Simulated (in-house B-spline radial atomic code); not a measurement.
# Ionising Mo2+ with different functionals

Computed with a radial B-spline atomic code at the basis-set limit: four-component Dirac-Coulomb Hamiltonian, Fermi nucleus of rms radius 4.4091 fm, spin-restricted, spherical fractional occupations for the functionals. The ionisation energy is the difference of two self-consistent energies, [Kr] 4d4 → [Kr] 4d3, without Breit or QED terms; ε is the level of the shell that loses the electron (mean over j). The electron is taken from both j subshells in proportion to 2j + 1, so the result is a j average, not the step between ground levels.

Hybrids are left out here: with spherical fractional occupations of an open shell their exact exchange keeps a self-interaction that integer-occupation calculations don't have.

```json
{"method": "LDA VWN5", "rung": "LDA", "ΔSCF (eV)": "26.96", "-ε(4d) (eV)": "21.06"}
{"method": "relativistic LDA", "rung": "LDA", "ΔSCF (eV)": "26.98", "-ε(4d) (eV)": "21.07"}
{"method": "LDA PW92", "rung": "LDA", "ΔSCF (eV)": "26.96", "-ε(4d) (eV)": "21.06"}
{"method": "LDA exchange-only", "rung": "LDA", "ΔSCF (eV)": "25.51", "-ε(4d) (eV)": "19.67"}
{"method": "PBE", "rung": "GGA", "ΔSCF (eV)": "26.74", "-ε(4d) (eV)": "20.82"}
{"method": "PBEsol", "rung": "GGA", "ΔSCF (eV)": "26.72", "-ε(4d) (eV)": "20.81"}
{"method": "BLYP", "rung": "GGA", "ΔSCF (eV)": "26.65", "-ε(4d) (eV)": "20.75"}
{"method": "RPBE", "rung": "GGA", "ΔSCF (eV)": "26.67", "-ε(4d) (eV)": "20.75"}
{"method": "PW91", "rung": "GGA", "ΔSCF (eV)": "26.81", "-ε(4d) (eV)": "20.89"}
{"method": "BP86", "rung": "GGA", "ΔSCF (eV)": "26.83", "-ε(4d) (eV)": "20.93"}
{"method": "AM05", "rung": "GGA", "ΔSCF (eV)": "26.71", "-ε(4d) (eV)": "20.79"}
{"method": "OLYP", "rung": "GGA", "ΔSCF (eV)": "26.74", "-ε(4d) (eV)": "20.77"}
```

(1) How do they compare with the NIST value?

Results:

(1) NIST lists 27.1 eV ± 0.12 (semi-empirical, ground level to ground level). Errors run from -1.62 to -0.15 eV; relativistic LDA is closest (-0.15 eV), though others lie within the uncertainty of it, and part of that can be cancellation, since the calculations leave out Breit-QED terms, spin polarisation, the choice among j levels, multiplet and fine-structure energies.
